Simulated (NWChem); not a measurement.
Molecule: C2H5NOSi; SMILES C1=C[Si@@H](O1)N

```xyz
10

N     -0.0540    -1.9313     0.4414
Si    -0.0149    -0.4584    -0.4224
C     -1.1382     0.9292     0.0327
C      0.0062     1.6053     0.2713
O      1.1119     0.7926     0.0810
H      0.4476    -2.7517     0.1267
H     -0.2755    -1.9693     1.4282
H      0.2583    -0.8165    -1.8339
H     -2.1556     1.2881     0.0754
H      0.2095     2.6377     0.5551
```
Atoms are numbered in this order, from 1.

All runs: NWChem. Pople sets run with spherical d functions. Structure relaxed at the B3LYP/6-31G* (spherical d) level. Vertical excitations in the gas phase; the lowest state need not have the same character in each row.

Among these, which level gives the highest value of “lowest excitation, singlet (eV)”?
A. B3LYP/6-31G*, TDA
B. PBE/6-31G*, TDA
C. Hartree-Fock/6-31G*, CIS

C, Hartree-Fock/6-31G*, CIS. Values: PBE/6-31G*, TDA 5.24; B3LYP/6-31G*, TDA 5.69; Hartree-Fock/6-31G*, CIS 6.88
